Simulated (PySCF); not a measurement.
Cd(OMe)(GeH3) (CH₆CdGeO), SMILES [GeH3][Cd][O]C. Atoms are numbered in the order given.

```xyz
10

Cd    -0.0215    -0.1156    -0.4609
O     -0.2683    -0.6272    -2.3827
C     -1.4812    -1.0202    -2.9655
H     -2.2813    -0.2375    -2.9310
H     -1.3108    -1.2422    -4.0461
H     -1.9226    -1.9493    -2.5228
Ge     0.4930     0.5617     1.9110
H      1.2727    -0.5502     2.6650
H      1.3483     1.8575     1.9614
H     -0.8188     0.8327     2.6979
```
Charge 0, spin multiplicity 1.

The structure is a stationary point at PBE-D3(BJ)/def2-SVP. The def2 effective core potentials stand for the cores of Cd; spin–orbit coupling is left out. Other conformers were not sampled.

Method: PBE-D3(BJ)/def2-SVP run with PySCF 2.14.0.

Frequencies are harmonic and unscaled.

A small imaginary wavenumber (i) marks a very flat motion, where grid noise or a shallow saddle decides the sign.

| mode | ν (cm⁻¹) | IR (km/mol) | moving atoms (share of kinetic energy) |
|---|---|---|---|
| 1 | 19i | 0.9 | H 80 %, C 10 % |
| 2 | 60 | 1.4 | Cd 36 %, C 30 %, H 16 %, Ge 15 % |
| 3 | 67 | 2.6 | H 42 %, Cd 27 %, O 16 %, Ge 9 % |
| 4 | 119 | 7.5 | H 52 %, O 37 %, Cd 9 % |
| 5 | 187 | 4.5 | C 31 %, O 26 %, Ge 20 %, H 17 % |
| 6 | 213 | 2.2 | Ge 43 %, Cd 30 %, O 18 % |
| 7 | 409 | 2.6 | H 94 % |
| 8 | 410 | 2.9 | H 93 % |
| 9 | 494 | 59.0 | O 64 %, Cd 19 %, C 11 % |
| 10 | 752 | 293.7 | H 97 % |
| 11 | 856 | 29.9 | H 99 % |
| 12 | 856 | 30.2 | H 99 % |
| 13 | 1100 | 267.1 | O 48 %, C 44 % |
| 14 | 1129 | 0.0 | H 77 %, C 19 % |
| 15 | 1143 | 5.6 | H 71 %, C 21 %, O 9 % |
| 16 | 1416 | 0.6 | H 96 % |
| 17 | 1418 | 6.9 | H 95 % |
| 18 | 1428 | 104.3 | H 89 %, C 10 % |
| 19 | 2058 | 86.0 | H 100 % |
| 20 | 2076 | 98.2 | H 98 % |
| 21 | 2076 | 96.6 | H 98 % |
| 22 | 2858 | 229.9 | H 97 % |
| 23 | 2908 | 77.7 | H 90 %, C 10 % |
| 24 | 2951 | 60.4 | H 91 %, C 9 % |
